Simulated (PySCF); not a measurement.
Delta-SCF ions had no search for a lower state. Excitations are Tamm–Dancoff values on a coarser integration grid. The basis has no diffuse functions, so Rydberg states are missing or too high.

## C2H8S3Sn, SMILES `[SH][Sn]([SH])([SH])[CH2]C` (charge 0, multiplicity 1)

Level of theory: TPSSh-D3(BJ)/def2-TZVP // B3LYP-D3(BJ)/def2-SVP (PySCF).

The HOMO is -6.66 eV, the dipole moment comes out as 1.30 D and the HOMO–LUMO gap is 4.66 eV. The LUMO is -2.00 eV and the S1 excitation (TDA) is 4.29 eV. The S1 oscillator strength is 0.032 and the T1 excitation (TDA) is 3.84 eV. The S1–T1 gap (TDA) is 0.45 eV and the vertical ionisation energy (Delta-SCF) is 8.66 eV. The total energy comes out as -1490.0754 Ha and the cost is very roughly 17 core-minutes.

```xyz
14

C     -2.2101     0.0496    -0.0489
C     -1.0477     0.0979    -1.0379
Sn     0.8655    -0.0262    -0.0231
S      2.7537     0.4762    -1.4973
S      0.9238     1.5403     1.8616
S      1.1859    -2.2677     0.9111
H     -3.1776     0.1140    -0.5746
H     -2.1683     0.8865     0.6667
H     -2.2098    -0.8878     0.5301
H     -1.0289     1.0331    -1.6191
H     -1.0692    -0.7408    -1.7512
H      3.4758    -0.5464    -0.9831
H      2.1237     2.0271     1.4664
H      1.5832    -1.7557     2.0994
```
Charge 0, spin multiplicity 1.
